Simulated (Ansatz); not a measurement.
Ansatz (a first-principles code) input for B(F)2(NMe2) (C2H6BF2N), SMILES CN(C)B(F)F, PBE-D3(BJ)/def2-SVP. 

Ansatz 0.2 input:
```yaml
crystal:
  periodic: [false, false, false]
  atoms:
    - {symbol: B, position_ang: [-0.00000000, -0.00000000, 0.78472135]}
    - {symbol: F, position_ang: [-0.00000000, 1.13968988, 1.48139585]}
    - {symbol: F, position_ang: [0.00000000, -1.13968988, 1.48139585]}
    - {symbol: N, position_ang: [-0.00000000, 0.00000000, -0.61404027]}
    - {symbol: C, position_ang: [0.00000000, 1.22497715, -1.38997067]}
    - {symbol: C, position_ang: [-0.00000000, -1.22497715, -1.38997067]}
    - {symbol: H, position_ang: [0.89138308, 1.28453860, -2.04139480]}
    - {symbol: H, position_ang: [-0.89138308, 1.28453860, -2.04139480]}
    - {symbol: H, position_ang: [0.00000000, 2.09589690, -0.72261143]}
    - {symbol: H, position_ang: [-0.89138308, -1.28453860, -2.04139480]}
    - {symbol: H, position_ang: [0.89138308, -1.28453860, -2.04139480]}
    - {symbol: H, position_ang: [-0.00000000, -2.09589690, -0.72261144]}
basis:
  gaussian:
    orbitals: def2-SVP
hamiltonian:
  xc: pbe
  dispersion: d3bj
relax: {f_tol: 0.002, max_steps: 200}
```

Log of the run:

```
WARN ansatz: RAYON_NUM_THREADS=1 ignored (pool sized by the plan → 1); use --threads N
Functional definition: PBE
integrals: 0.06 GiB planned
1286 factors; their error is unknown
mean field: 0.33 GiB planned
mean field evaluation 1: about -9748.1789 eV, gradient 6.6e1 eV
mean field evaluation 2: about -9730.1888 eV, gradient 1.1e2 eV
mean field evaluation 4: about -9757.8206 eV, gradient 6.5e0 eV
mean field evaluation 8: about -9757.8838 eV, gradient 1.9e-1 eV
mean field evaluation 16: about -9757.8196 eV, gradient 1.0e-4 eV
mean field -9757.81957515 eV, -358.5932552992 hartree, gradient 1.3e-5 eV, S^2 0.000000; 0 other end points of the search recorded, 0 dependent functions left out
the calculation of the forces begins
reference -9757.81960824 eV, -358.5932565151 hartree; 24, 24 occupied and 90, 90 virtual orbitals, 1286 factors
relax step   1: F+E_penalty+E_count = -9758.03704146 eV  Δ(F+E_penalty+E_count) = +0.000e0 eV  max|allowed force component| = 3.844e-1 eV/Å  Δτ_max = 0.0000 Å  (30 SCF iters, accepted)
these checks for a lower state are left out or cut short: starts, cluster_reference, orbital_swaps, neighbouring_geometries, increment
integrals: 0.06 GiB planned
1286 factors; their error is unknown
mean field: 0.33 GiB planned
mean field -9757.83095511 eV, -358.5936735050 hartree, gradient 2.7e-5 eV, S^2 0.000000; 0 other end points of the search recorded, 0 dependent functions left out
the calculation of the forces begins
reference -9757.83098823 eV, -358.5936747222 hartree; 24, 24 occupied and 90, 90 virtual orbitals, 1286 factors
relax step   2: F+E_penalty+E_count = -9758.04788773 eV  Δ(F+E_penalty+E_count) = -1.085e-2 eV  max|allowed force component| = 1.506e-1 eV/Å  Δτ_max = 0.0079 Å  (32 SCF iters, accepted)
these checks for a lower state are left out or cut short: starts, cluster_reference, orbital_swaps, neighbouring_geometries, increment
integrals: 0.06 GiB planned
1286 factors; their error is unknown
mean field: 0.33 GiB planned
mean field evaluation 32: about -9757.8326 eV, gradient 2.2e-3 eV
mean field -9757.83255845 eV, -358.5937324265 hartree, gradient 2.7e-5 eV, S^2 0.000000; 0 other end points of the search recorded, 0 dependent functions left out
the calculation of the forces begins
reference -9757.83259159 eV, -358.5937336444 hartree; 24, 24 occupied and 90, 90 virtual orbitals, 1286 factors
relax step   3: F+E_penalty+E_count = -9758.04924581 eV  Δ(F+E_penalty+E_count) = -1.358e-3 eV  max|allowed force component| = 1.289e-2 eV/Å  Δτ_max = 0.0040 Å  (32 SCF iters, accepted)
these checks for a lower state are left out or cut short: starts, cluster_reference, orbital_swaps, neighbouring_geometries, increment
integrals: 0.06 GiB planned
1286 factors; their error is unknown
mean field: 0.33 GiB planned
mean field -9757.83255774 eV, -358.5937324007 hartree, gradient 6.7e-5 eV, S^2 0.000000; 0 other end points of the search recorded, 0 dependent functions left out
the calculation of the forces begins
reference -9757.83259088 eV, -358.5937336184 hartree; 24, 24 occupied and 90, 90 virtual orbitals, 1286 factors
relax step   4: F+E_penalty+E_count = -9758.04925168 eV  Δ(F+E_penalty+E_count) = -5.875e-6 eV  max|allowed force component| = 5.072e-3 eV/Å  Δτ_max = 0.0004 Å  (21 SCF iters, accepted)
these checks for a lower state are left out or cut short: starts, cluster_reference, orbital_swaps, neighbouring_geometries, increment
integrals: 0.06 GiB planned
1286 factors; their error is unknown
mean field: 0.33 GiB planned
mean field -9757.83255234 eV, -358.5937322021 hartree, gradient 3.8e-5 eV, S^2 0.000000; 0 other end points of the search recorded, 0 dependent functions left out
the calculation of the forces begins
reference -9757.83258548 eV, -358.5937334198 hartree; 24, 24 occupied and 90, 90 virtual orbitals, 1286 factors
relax step   5: F+E_penalty+E_count = -9758.04925277 eV  Δ(F+E_penalty+E_count) = -1.092e-6 eV  max|allowed force component| = 1.338e-3 eV/Å  Δτ_max = 0.0002 Å  (20 SCF iters, accepted)
integrals: 0.06 GiB planned
1286 factors; their error is unknown
mean field: 0.33 GiB planned
mean field evaluation 64: about -9757.8326 eV, gradient 5.7e-5 eV
mean field -9757.83255234 eV, -358.5937322021 hartree, gradient 3.8e-5 eV, S^2 0.000000; 1 other end points of the search recorded, 0 dependent functions left out
the calculation of the forces begins
reference -9757.83258548 eV, -358.5937334198 hartree; 24, 24 occupied and 90, 90 virtual orbitals, 1286 factors
Total energy: -9758.04928591 eV, -358.6016970137 hartree
Atom 0 at     0.000000     0.000000     0.789816 Å, force     0.000000    -0.000000     0.001338 eV/Å
Atom 1 at     0.000000     1.148781     1.488666 Å, force    -0.000000    -0.000338    -0.000515 eV/Å
Atom 2 at    -0.000000    -1.148781     1.488666 Å, force    -0.000000     0.000338    -0.000515 eV/Å
Atom 3 at    -0.000000    -0.000000    -0.618025 Å, force    -0.000000     0.000000    -0.000279 eV/Å
Atom 4 at     0.000000     1.227285    -1.391538 Å, force     0.000000    -0.000149     0.000134 eV/Å
Atom 5 at    -0.000000    -1.227285    -1.391538 Å, force    -0.000000     0.000149     0.000134 eV/Å
Atom 6 at     0.897283     1.291845    -2.048359 Å, force    -0.000029     0.000059    -0.000007 eV/Å
Atom 7 at    -0.897283     1.291845    -2.048359 Å, force     0.000029     0.000059    -0.000007 eV/Å
Atom 8 at    -0.000000     2.101022    -0.714941 Å, force    -0.000000     0.000061    -0.000134 eV/Å
Atom 9 at    -0.897283    -1.291845    -2.048359 Å, force     0.000029    -0.000059    -0.000007 eV/Å
Atom 10 at     0.897283    -1.291845    -2.048359 Å, force    -0.000029    -0.000059    -0.000007 eV/Å
Atom 11 at     0.000000    -2.101022    -0.714941 Å, force    -0.000000    -0.000061    -0.000134 eV/Å
Dipole moment:     0.000000    -0.000000    -0.520607 e Å
```

The run converged.

Cost: very roughly 12 core-seconds.
